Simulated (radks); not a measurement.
Results of a calculation; reference values are marked as such.
Q: Species: Os IV. Configuration: [Kr] 4d10 4f14 5p6 5d5 6d2 (not the ground configuration). Level of theory: non-relativistic Kohn-Sham, BLYP, spin-polarised, spherical densities, point nucleus; open shells are filled with parallel spins first (spin-orbit coupling, left out, can overturn this in heavy ions); relativity is left out, which matters for an element this heavy (a radial shooting solver on a logarithmic mesh with Libxc functionals). Some entries of the table are withheld. Estimate them.

| orbital | occ. | eigenvalue (eV) | r(max) (bohr) | <r> (bohr) |
|---|---|---|---|---|
| 1s up | 1 | -67463.50 | 0.01322 | 0.01993 |
| 1s down | 1 | -67463.49 | 0.01322 | 0.01993 |
| 2s up | 1 | -11203.60 | 0.07197 | 0.08408 |
| 2s down | 1 | -11203.11 | 0.07197 | 0.08408 |
| 2p up | 3 | -10755.13 | 0.05585 | 0.07109 |
| 2p down | 3 | -10754.76 | 0.05585 | 0.07109 |
| 3s up | 1 | -2625.013 | 0.1973 | 0.2130 |
| 3s down | 1 | -2624.827 | 0.1973 | 0.2130 |
| 3p up | 3 | -2415.609 | 0.1857 | 0.2032 |
| 3p down | 3 | -2415.417 | 0.1857 | 0.2032 |
| 3d up | 5 | -2024.958 | 0.1463 | 0.1779 |
| 3d down | 5 | -2024.632 | 0.1463 | 0.1779 |
| 4s up | 1 | -579.6624 | 0.4423 | 0.4726 |
| 4s down | 1 | -579.2611 | 0.4424 | 0.4726 |
| 4p up | 3 | -491.0120 | 0.4424 | 0.4784 |
| 4p down | 3 | -490.5842 | 0.4425 | 0.4783 |
| 4d up | 5 | -328.8116 | 0.4371 | 0.4911 |
| 4d down | 5 | -328.2925 | 0.4372 | 0.4908 |
| 4f up | 7 | -114.4875 | (1) | 0.5383 |
| 4f down | 7 | -113.7272 | (2) | 0.5350 |
| 5p up | 3 | -95.8198 | 1.056 | (3) |
| 5p down | 3 | -91.9320 | 1.049 | (4) |
| 5d up | 5 | -51.6785 | 1.246 | 1.442 |
| 5d down | 0 | -47.8503 | 1.245 | 1.463 |
| 6d up | 2 | -17.7241 | 3.380 | 3.622 |

A: 
(1) 4f up r(max) (bohr): 0.3991
(2) 4f down r(max) (bohr): 0.3990
(3) 5p up <r> (bohr): 1.167
(4) 5p down <r> (bohr): 1.164
